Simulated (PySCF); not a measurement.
Isomers of C7H12, one GFN2-xTB conformer each. Single-point energies are computed at PBE0/pcSseg-1 (PySCF, gas phase, no added dispersion term), electronic only.

```csv
SMILES,GFN2-xTB relative energy (kJ/mol)
C=C=CC(C)(C)C,143.1
C=C1CC[C@H](C)C1,0.0
```

Conformers: `[CH2:1]=[C:2]1[CH2:3][CH2:4][C@H:5]([CH3:6])[CH2:7]1` with C1–C2–C3–C4 -167°, C2–C3–C4–C5 -32°, C3–C4–C5–C6 162°, C4–C5–C7–C2 -31°.

Q: What does PBE0/pcSseg-1 give for the same structures?

A: 
```csv
SMILES,PBE0/pcSseg-1 E (Eh),PBE0/pcSseg-1 (kJ/mol),GFN2-xTB (kJ/mol),point group
C=C1CC[C@H](C)C1,-273.58160,0.0,0.0,C1
C=C=CC(C)(C)C,-273.53655,118.3,143.1,Cs
```

Both levels put the same isomer lowest. As drawn, the higher has cumulated double bonds and a quaternary carbon, which the lower lacks.

Q: Which frontier levels, dipoles and rotational constants go with these structures?

A: 
```json
{"SMILES": "C=C1CC[C@H](C)C1", "HOMO (eV, PBE0/pcSseg-1)": "-6.89", "LUMO (eV)": "0.40", "dipole (D)": "0.62", "A, B, C (MHz)": "5363, 1962, 1533"}
{"SMILES": "C=C=CC(C)(C)C", "HOMO (eV, PBE0/pcSseg-1)": "-7.24", "LUMO (eV)": "0.43", "dipole (D)": "0.41", "A, B, C (MHz)": "4394, 1618, 1610"}
```
